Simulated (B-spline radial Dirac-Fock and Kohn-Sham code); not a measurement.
These are calculated numbers from a radial atomic solver; the model is relaxed Dirac-Fock hole states (ΔSCF) with Breit and QED corrections and a finite nucleus. Free neutral atoms up to Cf, the lines Kα1, Kβ1, Lα1, Lβ1, Lβ2, Lγ1, Lℓ and Mα1 where both subshells are closed (so no Lα of most 3d metals and no Mα of most lanthanides); Na, Y were not searched.

Q: Ta Mα1 is computed at 1712.2 eV. Which of the searched lines of other elements lie within 50 eV and could overlap it in an energy-dispersive spectrum?

A: Rb Lα1 at 1695.8 eV (-16); Si Kα1 at 1740.8 eV (+29); Rb Lβ1 at 1754.1 eV (+42).
